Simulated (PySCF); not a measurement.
All of these have the formula C7H12. Level of theory: TDDFT B3LYP/def2-SVPD, vertical, gas phase, core orbitals frozen in the response in PySCF 2.14.0, density-fitted response routines. Geometries: PBE0-D3(BJ)/def2-SVP; one conformer of each isolated species. Triplets are in the Tamm–Dancoff approximation.

A. `CCCC1=CCC1`
B. `C#C[C@@H](C)C(C)C`
C. `C[C@H]1[C@@H]2CC[C@H]1C2`
D. `C1CCC2(C1)CC2`

Lowest singlet levels (six at most, fewer where fewer were computed) with oscillator strengths:

1. 6.49 eV (f 0.001); 6.64 eV (f 0.005); 6.66 eV (f 0.005); 7.10 eV (f 0.030); 7.18 eV (f 0.022); 7.68 eV (f 0.047)
2. 6.21 eV (f 0.019); 6.56 eV (f 0.115); 6.81 eV (f 0.071); 6.90 eV (f 0.028); 7.13 eV (f 0.090); 7.36 eV (f 0.001)
3. 6.97 eV (f 0.021); 7.38 eV (f 0.012); 7.42 eV (f 0.000); 7.59 eV (f 0.000); 7.63 eV (f 0.002); 7.99 eV (f 0.024); T1 6.89 eV
4. 7.56 eV (f 0.018); 7.89 eV (f 0.028); 7.96 eV (f 0.004); 8.08 eV (f 0.003); 8.17 eV (f 0.006); 8.18 eV (f 0.000); T1 7.46 eV

Question: Which spectrum belongs to which structure?

Answer: 1 = B, 2 = A, 3 = D, 4 = C.
- A: S1 at 6.21 eV, HOMO→LUMO+1 (69%), HOMO→LUMO (28%); Löwdin shares by element: HOMO carbon 78% or more (atoms not listed hold the other 22%); LUMO carbon 55% or more, hydrogen 8% or more (atoms not listed hold the other 37%); HOMO -6.57 and LUMO 0.26 eV.
- B: S1 at 6.49 eV, HOMO-1→LUMO (40%), HOMO→LUMO+1 (17%), HOMO-1→LUMO+1 (14%); Löwdin shares by element: HOMO carbon 85% or more, hydrogen 4% or more; LUMO carbon 28% or more, hydrogen 10% or more (atoms not listed hold the other 61%); HOMO -7.39 and LUMO 0.31 eV.
- C: S1 at 7.56 eV, HOMO→LUMO (98%); Löwdin shares by element: HOMO carbon 63% or more (atoms not listed hold the other 37%); LUMO carbon 34% or more (atoms not listed hold the other 66%); HOMO -7.89 and LUMO 0.55 eV; point group Cs, 1 of its 6 listed states under f = 0.0005.
- D: S1 at 6.97 eV, HOMO→LUMO (97%); Löwdin shares by element: HOMO carbon 70% or more (atoms not listed hold the other 30%); LUMO carbon 36% or more (atoms not listed hold the other 64%); HOMO -7.28 and LUMO 0.55 eV; point group C2, 2 of its 6 listed states under f = 0.0005.
